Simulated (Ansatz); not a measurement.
Reaction (formal hydrolysis of a B–O bond): `[SiH3]OB(Cl)O[SiH3]` + H₂O → `OB(Cl)O[SiH3]` + silanol

Program: Ansatz. Geometries: PBE0-D4/def2-TZVP. ΔE: electronic, gas phase. CBS: MP2 limit from def2 TZ/QZ plus the TZ coupled-cluster correction, frozen cores. This one scheme is used for every species. DFT in def2-TZVPP. B3LYP here is the variant with VWN-RPA as its local correlation; programs differ in this. HSE06 is defined as in plane-wave codes. Each species was taken in one conformer, which may not be the lowest.

```tsv
level	ΔE (kJ/mol)	difference from CCSD(T)/CBS
LDA (SPW92)	0.0	-8.0
PBE-D4	2.1	-5.9
revPBE-D4	4.2	-3.8
BLYP-D4	5.4	-2.6
r2SCAN-D4	2.1	-5.9
B97M-V	1.5	-6.5
PBE0-D4	3.4	-4.6
B3LYP-D4	5.7	-2.3
r2SCANh-D4	2.6	-5.4
r2SCAN0-D4	3.2	-4.8
HSE06-D4	3.2	-4.8
CAM-B3LYP-D4	2.9	-5.1
ωB97X-V	2.5	-5.5
ωB97M-V	3.3	-4.7
B2PLYP	-0.2	-8.2
PBE-QIDH	2.2	-5.8
PBE	-3.7	-11.7
BLYP	-5.9	-13.9
r2SCAN	0.4	-7.6
PBE0	-1.9	-9.9
B3LYP	-3.8	-11.8
r2SCANh	0.7	-7.3
HSE06	-2.0	-10.0
BHLYP	-1.8	-9.8
CAM-B3LYP	-2.9	-10.9
LC-ωPBE	-2.2	-10.2
RPA@PBE/def2-TZVPP	4.7	-3.3
HF/def2-SVP	-3.4	-11.4
MP2/def2-SVP	-0.9	-8.9
CCSD(T)/def2-SVP	-0.2	-8.2
HF/def2-TZVPP	-1.8	-9.8
MP2/def2-TZVPP	5.5	-2.5
CCSD/def2-TZVPP	3.6	-4.4
CCSD(T)/def2-TZVPP	4.7	-3.3
HF/def2-QZVPP	-0.8	-8.8
MP2/def2-QZVPP	7.7	-0.3
SCS-MP2/def2-QZVPP	5.8	-2.2
HF/CBS(def2)	-0.7	-8.7
MP2/CBS(def2)	8.8	0.8
CCSD/CBS(def2)	6.9	-1.1
CCSD(T)/CBS	8.0	0
```

Problem. What do rigid-rotor, harmonic-oscillator terms from PBE0-D4/def2-TZVP frequencies (298.15 K, 1 bar) make of the CCSD(T)/CBS value? (Estimate.)

Solution. The calculation gave: ΔZPE = +4.4 kJ/mol, ΔH = +8.8 kJ/mol, ΔS = 18 J/(mol·K), ΔG = +3.4 kJ/mol.

Largest T1 diagnostic among the species: 0.012.

From BLYP to BHLYP (50 % exact exchange), in def2-TZVPP and without D4, ΔE moves by +4.2 kJ/mol. At CCSD(T), def2-SVP lies −8.2 kJ/mol from the extrapolated value and def2-TZVPP −3.3 kJ/mol.

CCSD(T)/CBS has its own doubt, a few kJ/mol and more with outer-core shells, so smaller differences from it don't rank the levels.
